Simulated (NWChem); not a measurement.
Species: CH5NOTi; SMILES [CH3][Ti]([NH2])=[O]

```xyz
9

Ti    -0.0919     0.0450    -0.0946
O     -1.6206     0.2077     0.3045
N      0.9236     1.5565     0.3831
H      1.9416     1.5669     0.4408
H      0.5645     2.4089     0.8063
C      0.6846    -1.8853     0.2743
H      0.7284    -2.0341     1.3695
H      1.7091    -2.0249    -0.1175
H      0.0451    -2.6920    -0.1247
```
Atoms are numbered in this order, from 1.

All runs: NWChem. Pople sets run with spherical d functions. Coordinates come from a PBE0/def2-SVP optimisation. No frequency run checked for a minimum. Vzz is the largest principal value of the second derivative of the potential at the nucleus (NWChem prints the opposite sign); η is the asymmetry. Non-relativistic.

```csv
level,Vzz Ti1 (a.u.),η Ti1,Vzz O2 (a.u.),η O2,Vzz N3 (a.u.),η N3
PBE/def2-SVP,1.410,0.22,0.298,0.33,0.536,0.87
B3LYP/6-31G*,1.487,0.15,0.305,0.40,0.527,0.79
B3LYP/def2-TZVP,1.649,0.21,0.372,0.55,0.529,0.66
```
